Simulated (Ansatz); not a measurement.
`O[SiH2]C#[C][GeH2][OH]` + `[SiH3][SeH]` → `O[SiH2][Se][SiH3]` + `C#[C][GeH2][OH]`  (ligand exchange at the Si–C bond)

Calculated with Ansatz (gas phase, PBE0-D4/def2-TZVP geometries, no zero-point term in ΔE). CBS: MP2 limit from def2 TZ/QZ plus the TZ coupled-cluster correction, frozen cores. Functionals use def2-TZVPP. B3LYP here is the variant with VWN-RPA as its local correlation; programs differ in this. For Ge, Se outer-core shells are correlated without core-valence functions, which leaves a few kJ/mol of doubt a bond. Scalar relativity is left out up to krypton. One conformer a species, not always the lowest.

`O[SiH2]C#[C][GeH2][OH]`:

```xyz
12

O     2.681    1.816    0.531
Si    1.623    1.746   -0.722
C     0.271    0.561   -0.382
C    -0.633   -0.214   -0.137
Ge   -2.030   -1.460    0.227
O    -1.367   -2.808    1.174
H     2.328    1.979    1.407
H     2.403    1.292   -1.892
H     0.987    3.060   -0.992
H    -2.590   -1.955   -1.115
H    -3.095   -0.832    1.125
H    -0.578   -3.185    0.776
```

`[SiH3][SeH]`:

Cartesian coordinates in Å:
```
Si -0.056 -0.533 0.210
Se 1.045 1.296 -0.588
H -0.793 -0.221 1.460
H 1.008 -1.528 0.485
H -1.009 -1.072 -0.792
H -0.196 2.059 -0.775
```

`O[SiH2][Se][SiH3]`:

```xyz
10

O     1.425    1.880   -0.766
Si   -0.011    1.125   -1.007
Se    0.205   -1.137   -1.194
Si   -0.438   -1.531    0.955
H     2.005    1.529   -0.088
H    -0.531    1.661   -2.281
H    -0.957    1.375    0.114
H    -1.881   -1.246    1.147
H    -0.165   -2.964    1.222
H     0.347   -0.691    1.898
```

`C#[C][GeH2][OH]`:

Cartesian coordinates in Å:
```
C 2.316 -0.263 0.136
C 1.124 -0.095 0.177
Ge -0.742 0.186 0.300
O -1.369 -0.210 -1.316
H 3.370 -0.415 0.089
H -1.032 1.657 0.639
H -1.348 -0.757 1.353
H -2.320 -0.103 -1.378
```

CCSD(T)/CBS gives -0.32 eV.

**Question.** Another level gave -0.20 eV. Which?
A. PBE0-D4/def2-TZVPP
B. B3LYP/def2-TZVPP
C. ωB97X-V/def2-TZVPP
D. SCS-MP2/def2-TZVPP

**Answer.** B. B3LYP -0.20, SCS-MP2/def2-TZVPP -0.25, ωB97X-V -0.29, PBE0-D4 -0.33 eV.

Largest T1 diagnostic among the species: 0.012.

The D4 term adds −0.07 eV with B3LYP and −0.04 eV with PBE0; it sums over pairs of atoms, weighted by their polarisabilities, and B3LYP, whose exchange is more repulsive, gets the larger term. In def2-TZVPP, CCSD(T) changes the Hartree–Fock value by −0.07 eV (the triples alone add −0.01 eV) and MP2 by −0.11 eV.
